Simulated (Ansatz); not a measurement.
## A geometry optimisation of C6H7FSi with PBE-D3(BJ)/def2-SVP

The starting geometry of this gas-phase singlet was optimised with GFN2-xTB; its bonds are those of `Fc1cccc([SiH3])c1`.

| atom | x (Å) | y (Å) | z (Å) |
| --- | --- | --- | --- |
| C | -0.3079 | -0.3077 | -1.5041 |
| C | -1.2559 | -1.3073 | -1.3850 |
| C | -1.4729 | -1.8556 | -0.1327 |
| C | -0.7533 | -1.4060 | 0.9602 |
| C | 0.2014 | -0.4001 | 0.8381 |
| C | 0.4165 | 0.1496 | -0.4212 |
| F | -0.0835 | 0.2391 | -2.7208 |
| Si | 1.1656 | 0.2313 | 2.3359 |
| H | -1.8018 | -1.6400 | -2.2535 |
| H | -2.2075 | -2.6382 | -0.0130 |
| H | -0.9334 | -1.8457 | 1.9305 |
| H | 1.1752 | -0.8156 | 3.3585 |
| H | 2.5308 | 0.5522 | 1.9171 |
| H | 0.5046 | 1.4329 | 2.8523 |
| H | 1.1464 | 0.9314 | -0.5669 |

**Question.** Where would you expect an optimisation with PBE-D3(BJ)/def2-SVP to take it?

**Answer.** It keeps its bonds, and is `Fc1cccc([SiH3])c1`.

The energy falls by 0.14 eV over 5 steps:

```json
{"step": "1", "E − E(last) (eV)": "0.143"}
{"step": "2", "E − E(last) (eV)": "0.011"}
{"step": "3", "E − E(last) (eV)": "0.000"}
{"step": "4", "E − E(last) (eV)": "0.000"}
{"step": "5", "E − E(last) (eV)": "0.000"}
```

Final geometry (Å):

```xyz
15

C    -0.3105   -0.3003   -1.5337
C    -1.2712   -1.3111   -1.4046
C    -1.4892   -1.8711   -0.1374
C    -0.7576   -1.4236    0.9745
C     0.2087   -0.4014    0.8392
C     0.4279    0.1596   -0.4377
F    -0.0895    0.2418   -2.7462
Si    1.1639    0.2349    2.3400
H    -1.8267   -1.6437   -2.2932
H    -2.2379   -2.6692   -0.0193
H    -0.9402   -1.8813    1.9592
H     1.1770   -0.8213    3.4106
H     2.5751    0.5779    1.9466
H     0.5223    1.4759    2.9035
H     1.1723    0.9531   -0.6059
```

The end wasn't checked by frequencies. Run with Ansatz 0.2.0, 7.8 s on 4 threads of Arm Neoverse V1 (shared host).
